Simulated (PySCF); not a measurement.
## Structure from NMR data

An unknown has the formula C10H9F. Its calculated NMR data are:

¹H NMR (600 MHz, computed): δ 6.88 (m, 1H), 6.84 (m, 1H), 6.54 (m, 1H), 6.50 (m, 1H), 6.42 (m, 1H), 6.10 (m, 1H), 5.94 (m, 1H), 5.93 (m, 1H), 5.76 (m, 1H).

¹³C{¹H} NMR (computed): δ 171.3 (C), 148.7 (C), 145.5 (CH), 137.1 (CH), 137.0 (CH), 135.1 (C), 131.2 (CH2), 130.7 (CH2), 129.5 (CH), 125.2 (CH).

- NMR shieldings at PBE0/pcSseg-1/GIAO
- structure optimised with GFN2-xTB
- run in PySCF 2.14
- one computed conformer, no solvent model, non-relativistic

Shifts are taken against calculated references (same method and geometry level): ¹H and ¹³C vs TMS.

Problem. Choose the structure that fits.
A. CC#Cc1cccc(C)c1F
B. F[C@H]1C=Cc2ccccc2C1
C. C=CC(=C)C(F)=C1C=CC=C1
D. Cc1ccc2c(c1)C(F)=CC2
E. C#CC(=C)C/C(C#CC)=C/F

Solution. C. 

1. Rings plus π bonds: 6 (1 ring in the answer).
2. 10 carbon signals for 10 carbons: no two carbons are equivalent.
3. Carbon types of the structure: 3 × C, 5 × CH, 2 × CH2, which accounts for all hydrogens.
4. δC 171.3, 148.7, 135.1: fully substituted alkene carbon.
5. δC 145.5, 137.1, 137.0, 129.5, 125.2: alkene CH; an sp2 carbon of a C=C bond.
6. δC 131.2, 130.7: terminal =CH2 carbon; as expected for a trigonal carbon in a double bond.
7. δH 6.88, 6.84, 6.54, 6.50, 6.42: hydrogen on an alkene CH; attached to an sp2 carbon and in the plane of the double bond.
8. δH 6.10, 5.94, 5.93, 5.76: hydrogen on a terminal =CH2 carbon; a vinylic proton, deshielded by the sp2 carbon and the C=C anisotropy.

The others: CC#Cc1cccc(C)c1F would give 5 signals for carbon-bound and other non-exchanging H, not 9; C#CC(=C)C/C(C#CC)=C/F would give 6 signals for carbon-bound and other non-exchanging H, not 9; Cc1ccc2c(c1)C(F)=CC2 would give 6 signals for carbon-bound and other non-exchanging H, not 9; F[C@H]1C=Cc2ccccc2C1 has carbons computed at 141.7, 139.3, 136.7, 134.8, 134.2, 133.3, 132.3, 130.1, 85.5, 38.7, with a different DEPT pattern.

Splittings by ¹⁹F in the carbon and heteronuclear signals aren't shown, as no couplings were computed. Shifts are as computed. Against solution values, carbons near 30 ppm lie about +3 ppm off and those near 130 ppm about +5 ppm. Of 1211 compounds with measured shifts, 218 miss one by over three times the rms of a fit or turn the order of signals round; such compounds aren't used in these exercises. No couplings were computed; multiplicities are counted from neighbouring protons, with m where these are inequivalent, close in shift, in a saturated or five-membered ring or joined by F or P, and br s for small geminal =CH2 splittings.
